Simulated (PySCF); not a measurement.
NICS in rings of unrelated molecules.

NICS = −σ at a ghost point: NICS(0) at the centroid of the ring atoms, NICS(1) 1 Å to either side along the normal of their mean plane, zz for the tensor component along that normal. Level: GIAO PBE0/pcSseg-1 (PySCF, non-relativistic, gas phase) on the GFN2-xTB geometries, one conformer each. Atom numbers follow the mapped SMILES.

Task: Order these rings by mean NICS(1)zz, lowest (most negative) first (ppm).
A. ring C4–C5–C6–C7–C9–C10 in `[O:1]=[C:2]=[P:3][c:4]1[cH:5][cH:6][c:7]([Cl:8])[cH:9][cH:10]1`
B. ring C3–C4–C5–C6–C8 in `[CH3:1][CH2:2][C@@H:3]1[CH2:4][CH2:5][C:6](=[O:7])[CH2:8]1`
C. ring C5–C6–C7–C8–O9 in `[CH3:1][P:2]([CH2:3][SiH3:4])[c:5]1[cH:6][cH:7][cH:8][o:9]1`
D. ring C3–C4–C6–P7–C9 in `[CH2:1]=[CH:2][C:3]1=[C:4]([SiH3:5])[CH2:6][P@H:7](=[O:8])[CH2:9]1`
E. ring C2–C3–C4 in `[CH3:1][C@@H:2]1[CH2:3][C@:4]12[CH2:5][CH2:6][O:7][CH2:8]2`

Result: C (-26.2), A (-24.4), E (-20.1), B (-2.2), D (-0.8).

```tsv
SMILES	ring	NICS(0)	NICS(1)	NICS(1)zz	HOMA	rms pucker (Å)	ring atoms with four or more neighbours
CP(C[SiH3])c1ccco1	5-membered ring with O; formal bonds all aromatic	-11.4	-10.4	-26.2	0.48	0.00	0
O=C=Pc1ccc(Cl)cc1	6-membered carbocycle; formal bonds all aromatic	-7.9	-10.1	-24.4	0.99	0.00	0
C[C@@H]1C[C@]12CCOC2	3-membered carbocycle; formal bonds all single	-44.3	-8.3	-20.1	–	0.00	3
CC[C@@H]1CCC(=O)C1	5-membered carbocycle; formal bonds all single	0.7	-2.8	-2.2	–	0.16	4
C=CC1=C([SiH3])C[P@H](=O)C1	5-membered ring with P; formal bonds 1 double, 4 single	-2.5	-3.9	-0.8	–	0.15	3
```

NICS(0) gives another order. The isotropic NICS(1) gives another order. HOMA uses Krygowski's 1993 parameters; it is left out where a ring has a four-coordinate atom, a triple bond, no multiple bond or a kind of bond without parameters. NICS(1) and NICS(1)zz are means over the two faces.
